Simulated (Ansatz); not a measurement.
Mulliken charges of C₃H₅FTe (`C=C(F)[Te]C`) from PBE/def2-TZVPP in Ansatz (PBE0-D4/def2-TZVP geometry).

```
atom   x (Å)   y (Å)   z (Å)  charge (e)
  C1  -0.658   1.791   1.143      -0.236
  C2  -0.109   0.613   0.899       0.071
  F3   1.170   0.382   1.237      -0.151
 Te4  -1.099  -1.056   0.099       0.143
  C5   0.453  -1.516  -1.296      -0.466
  H6  -1.671   1.993   0.829       0.106
  H7  -0.099   2.563   1.659       0.102
  H8   0.509  -0.742  -2.057       0.144
  H9   0.194  -2.471  -1.751       0.139
 H10   1.393  -1.608  -0.758       0.149
```

Q: By hand: the dipole of these point charges (1 e Å = 4.8032 D).

A: Σ q r = (-0.277, -0.099, -0.170) e Å, of length 0.340 e Å = 1.63 D.

Q: How does the dipole of the full density compare? (Estimate.)

A: Computed: (-0.039, -0.014, -0.210) e Å, 1.03 D; the point charges give 1.58 times that, at 49° from its direction.

Point charges leave out the atoms' own dipoles, such as those of lone pairs, and Mulliken's split depends on the basis, so the two needn't agree.
